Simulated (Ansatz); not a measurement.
B6Sb6⁻. Total charge -1; doublet. Geometry r2SCAN-D4/def2-SVP; atoms count from 1.

```xyz
12

B     0.0428    0.2862    0.3471
B    -0.1740    0.9600   -1.2266
B     1.0128   -0.9792    0.7722
B    -1.3421    1.2346    0.3232
B     0.7254   -0.5368   -1.0218
B    -1.5051   -0.0281    1.3272
Sb   -2.3374    0.3575   -1.5903
Sb    0.2594    2.8533   -0.0196
Sb    2.9257   -0.8287   -0.4766
Sb    2.0843    1.0249    1.5732
Sb   -0.8501   -2.1663   -1.4982
Sb   -0.8417   -2.1773    1.4903
```

In the def2 sets Sb takes a core potential; there is no spin–orbit coupling. The structure comes from a short search, and lower isomers may exist.

**Question.** Estimate the Mulliken populations from the PBE0/def2-SVP orbitals of Ansatz.

**Answer.** 
| atom | charge (e) | spin (α − β) |
| --- | --- | --- |
| B1 | -0.14 | 0.00 |
| B2 | -0.12 | 0.13 |
| B3 | -0.33 | -0.01 |
| B4 | -0.27 | -0.05 |
| B5 | -0.03 | 0.01 |
| B6 | -0.04 | 0.54 |
| Sb7 | 0.04 | -0.03 |
| Sb8 | -0.03 | 0.05 |
| Sb9 | -0.07 | 0.22 |
| Sb10 | 0.02 | 0.04 |
| Sb11 | -0.05 | 0.14 |
| Sb12 | 0.02 | -0.06 |
Mulliken values and Mayer orders depend strongly on the basis.

**Question.** Where does the spin sit?

**Answer.** Summed by element: B 0.63, Sb 0.37, of 1 unpaired in all. Largest on single atoms: B6 0.54, Sb9 0.22, Sb11 0.14.

**Question.** And the Mayer bond orders between bonded heavy atoms (over 0.3)?

**Answer.** B1–B2 0.40 (1.73 Å); B1–B3 0.51 (1.65 Å); B1–B4 0.41 (1.68 Å); B1–B5 0.41 (1.74 Å); B1–B6 0.37 (1.86 Å); B1–Sb10 0.47 (2.49 Å); B2–B5 0.80 (1.76 Å); B2–Sb7 0.90 (2.27 Å); B2–Sb8 0.82 (2.29 Å); B3–B5 0.39 (1.87 Å); B3–Sb9 0.78 (2.29 Å); B3–Sb10 0.64 (2.41 Å); B3–Sb12 0.92 (2.32 Å); B4–B6 1.09 (1.62 Å); B4–Sb7 0.68 (2.33 Å); B4–Sb8 0.88 (2.30 Å); B5–Sb9 0.83 (2.29 Å); B5–Sb11 0.93 (2.32 Å); B6–Sb12 1.00 (2.26 Å); Sb7–Sb11 0.95 (2.93 Å); Sb8–Sb10 0.73 (3.03 Å); Sb9–Sb10 0.94 (2.89 Å); Sb11–Sb12 0.86 (2.99 Å).
